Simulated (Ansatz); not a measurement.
Mulliken charges of CH4BClOS (`CSB(O)Cl`) from r2SCAN/def2-TZVPP in Ansatz (PBE0-D4/def2-TZVP geometry).

| atom | x (Å) | y (Å) | z (Å) | charge (e) |
| --- | --- | --- | --- | --- |
| C1 | 1.157 | -0.168 | 1.019 | -0.133 |
| S2 | 0.961 | 0.866 | -0.454 | -0.127 |
| B3 | -0.676 | 0.393 | -1.000 | 0.276 |
| O4 | -1.410 | -0.525 | -0.333 | -0.307 |
| Cl5 | -1.314 | 1.174 | -2.458 | -0.185 |
| H6 | 2.144 | 0.049 | 1.425 | 0.086 |
| H7 | 0.398 | 0.072 | 1.761 | 0.088 |
| H8 | 1.096 | -1.223 | 0.758 | 0.088 |
| H9 | -2.268 | -0.684 | -0.736 | 0.213 |

**Question.** By hand: the dipole of these point charges (1 e Å = 4.8032 D).

**Answer.** Σ q r = (0.046, -0.278, 0.391) e Å, of length 0.482 e Å = 2.32 D.

**Question.** How does the dipole of the full density compare? (Best estimate.)

**Answer.** Ansatz gave: (-0.145, -0.309, 0.295) e Å, 2.17 D; the point charges give 1.07 times that, at 27° from its direction.

Point charges leave out the atoms' own dipoles, such as those of lone pairs, and Mulliken's split depends on the basis, so the two needn't agree.
